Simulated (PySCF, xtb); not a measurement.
H2O4S, charge +1, multiplicity 2. Atoms are numbered in the order given.

```xyz
7

O      0.0000    -1.1569     0.9926
S      0.0000     0.0000    -0.0724
O      1.1818     0.0000    -0.9916
O     -1.1818     0.0000    -0.9916
O      0.0000     1.1569     0.9926
H      0.0000    -2.0576     0.5707
H      0.0000     2.0576     0.5707
```
Charge +1, spin multiplicity 2.

The structure is a stationary point at PBE-D3(BJ)/def2-SVP. The spin state was assumed, not searched. Other conformers were not sampled.

Level of theory: C-PCM-B3LYP/def2-SVP (PySCF).

The values are the electrostatic part of the solvation free energy, E(continuum) − E(gas) at the gas-phase geometry, in a cavity of scaled van der Waals radii (PySCF's table); cavitation and dispersion terms are not included.

Problem. Estimate the values in water (ε = 78.36), chloroform (ε = 4.71), N,N-dimethylformamide (ε = 37.22). (The exact figures need the calculation; the answer reports its results.)

Solution. 
```
solvent                    ε  ΔG(elec) (kcal/mol)
---------------------  -----  -------------------
water                  78.36                -73.8
chloroform              4.71                -58.7
N,N-dimethylformamide  37.22                -72.7
```

For comparison, GFN2-xTB/ALPB(water) (xtb, at the GFN2-xTB geometry, all terms of that model) gives -81.6 kcal/mol.
